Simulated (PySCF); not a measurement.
## Working with the constants of CeN

PBE0 constants of CeN, doublet, about 1.4 electrons in the 4f shell (Mulliken), real f orbitals that mix terms (PySCF, spin-free X2C with a Gaussian nucleus, basis sets Ce x2c-SVPall, N x2c-SVPall; masses 139.9054 and 14.0031 u):

* ωe: 979.8 cm⁻¹
* ωexe: 2.57 cm⁻¹
* Be: 0.43241 cm⁻¹
* αe: 0.00193 cm⁻¹
* D (centrifugal): 3.37e-07 cm⁻¹

Problem. Give the vibrational terms G(v) and spacings up to v = 6.

Solution. G(v) = ωe(v+½) − ωexe(v+½)².

| v | G(v) (cm⁻¹) | G(v) − G(v−1) | Bv (cm⁻¹) |
| --- | --- | --- | --- |
| 0 | 489 |  | 0.4314 |
| 1 | 1464 | 975 | 0.4295 |
| 2 | 2433 | 970 | 0.4276 |
| 3 | 3398 | 964 | 0.4257 |
| 4 | 4357 | 959 | 0.4237 |
| 5 | 5311 | 954 | 0.4218 |
| 6 | 6260 | 949 | 0.4199 |

Spin–orbit coupling is left out, which matters for elements this heavy, above all for dissociation energies. The state is the lowest single determinant that the PBE0 search found; with open d or f shells the true ground state can be another one.
